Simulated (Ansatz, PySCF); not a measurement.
Mg (SMILES [Mg+]), charge +1, doublet. Base run: R2SCAN/aug-cc-pVDZ (PySCF).

Geometry (Å):
```xyz
1

Mg     0.0000     0.0000     0.0000
```
Charge +1, spin multiplicity 2.
Orbitals are unrestricted.
All else is at PySCF's defaults.

The same geometry, method and basis name were run in Ansatz (a program for electronic structure) and PySCF, at each program's defaults and at the settings that a row names. The base is PySCF at its defaults. Differences at the defaults can come from grids, fitting, cores and function types together.

| code and settings | ΔE vs base (µEh) | basis functions | E (Eh) | SCF cycles |
|---|---|---|---|---|
| PySCF, defaults (exact integrals, its default grid, spherical functions) | 0.0 | 27 | -199.76201 | 6 |
| Ansatz, defaults (factorised integrals, its default grid, spherical functions) | -23.8 | 27 | -199.76203 | - |
| PySCF, density fitting with def2-universal-jkfit | -11.3 | 27 | -199.76202 | 6 |
| PySCF, fine grid | -19.9 | 27 | -199.76203 | 6 |
| Ansatz, high accuracy | -23.6 | 27 | -199.76203 | - |

Open shells are given as the SCF converged; they aren't shown to be the lowest states, and a large step between rows can be another state.
